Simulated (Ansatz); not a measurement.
Geometry optimisation, RKS PBE-D4/def2-SVP (Ansatz 0.2.0).

Input:

```yaml
crystal:
  periodic: [false, false, false]
  atoms:
    - { symbol: O, position_ang: [-0.66382, -1.73185, 0.88141] }
    - { symbol: Si, position_ang: [-0.23745, -0.46103, 0.21278] }
    - { symbol: O, position_ang: [1.18406, 0.25442, 0.27929] }
    - { symbol: I, position_ang: [-1.70627, 0.87124, -1.20992] }
    - { symbol: H, position_ang: [1.42348, 1.06723, -0.16357] }
basis:
  gaussian: { orbitals: def2-SVP }
hamiltonian:
  xc: pbe
  dispersion: d4
relax:
  f_tol: 0.02
  max_steps: 50
output:
  orbitals: {}
```

Command:

```bash
$ ansatz run input.yaml --threads 1 --pin off --max-ram 2048MiB --backend cpu --events-out ev --progress --plain --runs-dir out
```

**Question.** Where does it end, and by what steps?

**Answer.** The run converged. After 8 steps the energy has fallen by 0.133 eV; H5 moved furthest, 0.09 Å.

```json
{"step": "0", "energy less start (eV)": "0.0000", "largest force component (eV/Å)": "2.246", "accepted": "yes"}
{"step": "1", "energy less start (eV)": "-0.0792", "largest force component (eV/Å)": "1.082", "accepted": "yes"}
{"step": "2", "energy less start (eV)": "-0.1139", "largest force component (eV/Å)": "0.334", "accepted": "yes"}
{"step": "3", "energy less start (eV)": "-0.1190", "largest force component (eV/Å)": "0.271", "accepted": "yes"}
{"step": "4", "energy less start (eV)": "-0.1232", "largest force component (eV/Å)": "0.213", "accepted": "yes"}
{"step": "5", "energy less start (eV)": "-0.1275", "largest force component (eV/Å)": "0.124", "accepted": "yes"}
{"step": "6", "energy less start (eV)": "-0.1327", "largest force component (eV/Å)": "0.059", "accepted": "yes"}
{"step": "7", "energy less start (eV)": "-0.1328", "largest force component (eV/Å)": "0.121", "accepted": "yes"}
{"step": "8", "energy less start (eV)": "-0.1333", "largest force component (eV/Å)": "0.016", "accepted": "yes"}
```

```xyz
5
Properties=species:S:1:pos:R:3
O -0.666 -1.773 0.906
Si -0.246 -0.462 0.209
O 1.243 0.248 0.303
I -1.677 0.909 -1.220
H 1.346 1.078 -0.199
```

Time of the run: 11 s on 1 thread of Intel(R) Xeon(R) 6975P-C (Granite Rapids), with other jobs on the host, peak memory 0.18 GiB.
